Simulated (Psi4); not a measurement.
H3P, charge +1, doublet, geometry from GFN2-xTB (a state made from the parent by changing its charge; the spin is typed, not shown lowest). Base run: HF/3-21G run with Psi4.

The Psi4 input:
```
memory 2 GB

molecule {
1 2
  P    -0.00022197    0.00134675    0.05738195
  H    -0.01584085    1.33647396   -0.31850022
  H     1.17315016   -0.66355618   -0.26696043
  H    -1.15397974   -0.69311897   -0.27526866
}

set basis 3-21g
set reference uhf

energy('scf')
print_variables()
```

Each row names what was changed in the base input (with any setting that the change needs).

```csv
change,ΔE vs base (µEh),SCF cycles,basis functions
base,0.0,9,19
cholesky_tolerance = 1e-6 (with scf_type cd),-36.7,9,19
guess = modhuckel,0.0,9,19
scf_initial_accelerator = ediis,0.0,9,19
puream = false,0.0,9,19
diis_max_vecs = 15,0.0,9,19
df_basis_scf = def2-universal-jkfit,0.0,9,19
basis_guess = sto-3g,0.0,8,19
scf_type = disk_df,0.0,9,19
scf_type = pk,-39.6,9,19
guess = sap,0.0,8,19
scf_type = cd,54.5,9,19
scf_type = direct,-39.6,11,19
```

Open shells are given as the SCF converged; they aren't shown to be the lowest states, and a large step between rows can be another state.
